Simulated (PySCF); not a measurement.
A calculated (r2SCANh, PySCF 2.14, aug-cc-pwCVTZ-DK with one added diffuse shell each of s, p, d, f, g type, scalar relativity by spin-free X2C-1e) atom or ion has these occupied shells.

```
shell  electrons  orbital energy (eV)  rms radius, mean of both spins (bohr)
 1s β          1              -5916.3                                 0.0735
 1s α          1              -5916.2                                 0.0735
 2s α          1              -684.58                                  0.318
 2s β          1              -682.60                                  0.318
 2p α          3              -574.35                                  0.288
 2p β          3              -572.80                                  0.288
 3s α          1              -84.044                                  0.965
 3s β          1              -78.953                                  0.965
 3p α          3              -53.784                                   1.04
 3p β          3              -48.469                                   1.04
 3d α          4               -8.480                                   1.46
 4s α          1               -5.697                                   3.55
 4s β          1               -4.711                                   3.55
```

Task: Name the element and its charge.

Result: Cr (chromium, neutral), in [Ar] 3d4 4s2, high-spin 5D determinant (an excited configuration).
